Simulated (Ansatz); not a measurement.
BeH2: state-averaged CASSCF

Computed with Ansatz's Gaussian-basis code (development build). State-averaged CASSCF with equal weights; occupations are averaged over the states; levels count from the state that is lowest in CASSCF. No symmetry is imposed, so a solution can break that of the shape. Lower solutions, or ones in other orbitals, may exist.

Geometry:

```xyz
3

H     0.0000    0.0000   -1.3391
Be    0.0000    0.0000    0.0000
H     0.0000    0.0000    1.3391
```

Basis cc-pVDZ, nonrelativistic, 1 orbital frozen in the corrections; active space CAS(4,6). Averaged: 2 singlets.

CASSCF levels: singlet 0.00, singlet 6.11 eV.

**Question.** How does SC-NEVPT2 move them?

**Answer.** singlet 0.00, singlet 6.33 eV, in the same order of listing. The lowest state stays.

Geometry. A bond is stretched, to 1.58 times the sum of the covalent radii.

| atom | x (Å) | y (Å) | z (Å) |
| --- | --- | --- | --- |
| H | 0.0000 | 0.0000 | -2.0087 |
| Be | 0.0000 | 0.0000 | 0.0000 |
| H | 0.0000 | 0.0000 | 2.0087 |

Basis cc-pVDZ, nonrelativistic, 1 orbital frozen in the corrections; active space CAS(4,6). Averaged: 2 singlets.

**Question.** Give the levels in order.

**Answer.** 

| state | CASSCF (eV) | SC-NEVPT2 (eV) |
| --- | --- | --- |
| singlet | 0.000 | 0.000 |
| singlet | 3.999 | 4.105 |

Occupations: 1.85, 1.42, 0.51, 0.17, 0.05, 0.00.
